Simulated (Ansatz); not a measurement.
Born–Oppenheimer molecular dynamics of BCl$_{2}$H$_{5}$OSi (10 atoms, charge 0, multiplicity 1). It starts at the highest image of a converged band. Of that band: The profile has 2 maxima (images 2, 5) with wells between them (image 3): this band takes more than one step, which may be the mechanism or a detour left from its start path. Neighbouring images differ by up to 1.5 eV, so the band resolves the path poorly. A vibrational analysis at the climbing image gives one clearly imaginary mode, 1410i cm⁻¹: a first-order saddle point.

Computed with RKS PBE0-D4/def2-SVP in Ansatz 0.2.0.

```
ensemble                      : NVE (velocity Verlet)
time step                     : 0.5 fs
steps asked                   : 200
starting velocities drawn for : 100 K
seed                          : 6346
```

First frame:

```xyz
10
Properties=species:S:1:pos:R:3
B -0.043 -0.215 0.081
H 0.117 0.070 1.395
Cl 1.227 0.639 -0.839
Cl -1.757 0.132 -0.359
O 0.229 -1.695 0.283
Si -0.674 -3.033 -0.278
H 0.136 -4.222 0.095
H -1.999 -3.074 0.397
H -0.812 -2.913 -1.752
H 0.222 -0.971 1.284
```

(1) What does the run give?

(2) What happens to the structure?

(3) How do temperature and energy run in time?

Results:

(1) All steps were run.

```json
{
 "steps done": "200",
 "time covered": "100 fs",
 "mean temperature over the second half": "469 K",
 "spread of the potential energy over the second half": "15.6 meV per atom",
 "mean potential energy of the second half above the start": "-38.1 meV per atom"
}
```

The conserved energy stayed within 0.13 meV per atom of its start (net change 0.032 meV per atom), so the integration is sound. The kinetic energy rose, since the run started high on the potential surface and went downhill. It ends in pieces (BCl2H + H4OSi), so much of that is their flight and rotation, not heat. A run of 0.1 ps of so small a system gives no equilibrium averages. The orbitals stay closed-shell, which can raise the energy where a bond breaks towards radicals; this wasn't checked here.

(2) Between its relaxed ends the band would form H2–H10 and break B1–H2, O5–H10. These pairs go: H2–H10 1.05 → 2.65 Å, B1–H2 1.35 → 1.23 Å, O5–H10 1.24 → 1.01 Å. In the last frame they stand as before the step (other bonds may differ from the relaxed reactants and products). Also parted: B1–O5 1.52 → 1.98 Å. It ends as BCl2H + H4OSi. Pairs count as bonded within 1.25 times the sum of covalent radii (0.12 Å more for H–H). The details hang on the random start.

(3) 
| time (fs) | T (K) | potential energy less start (eV) | conserved less start (meV/atom) |
| --- | --- | --- | --- |
| 0 | 100 | 0.000 | 0.00 |
| 3 | 66 | 0.036 | 0.03 |
| 6 | 52 | 0.050 | 0.03 |
| 9 | 76 | 0.025 | 0.03 |
| 12 | 191 | -0.094 | 0.04 |
| 15 | 464 | -0.376 | 0.02 |
| 18 | 738 | -0.661 | -0.11 |
| 21 | 766 | -0.690 | -0.05 |
| 24 | 701 | -0.622 | 0.00 |
| 27 | 692 | -0.612 | -0.04 |
| 30 | 778 | -0.701 | 0.00 |
| 33 | 867 | -0.793 | -0.05 |
| 36 | 726 | -0.648 | -0.05 |
| 39 | 527 | -0.441 | 0.03 |
| 42 | 537 | -0.452 | 0.04 |
| 45 | 616 | -0.535 | -0.08 |
| 48 | 588 | -0.505 | -0.01 |
| 51 | 549 | -0.464 | -0.05 |
| 54 | 377 | -0.286 | -0.02 |
| 57 | 327 | -0.234 | 0.03 |
| 60 | 416 | -0.327 | -0.03 |
| 63 | 395 | -0.306 | -0.04 |
| 66 | 353 | -0.261 | 0.03 |
| 69 | 446 | -0.358 | 0.02 |
| 72 | 611 | -0.529 | -0.07 |
| 75 | 695 | -0.615 | -0.01 |
| 78 | 732 | -0.654 | -0.01 |
| 81 | 608 | -0.526 | -0.06 |
| 84 | 384 | -0.293 | 0.00 |
| 87 | 226 | -0.130 | 0.07 |
| 90 | 261 | -0.167 | -0.03 |
| 93 | 368 | -0.277 | 0.01 |
| 96 | 579 | -0.496 | 0.01 |
| 99 | 662 | -0.581 | -0.02 |

Run time: 10 min on 2 threads of Arm Neoverse V1, with other jobs on the host, peak memory 0.25 GiB.
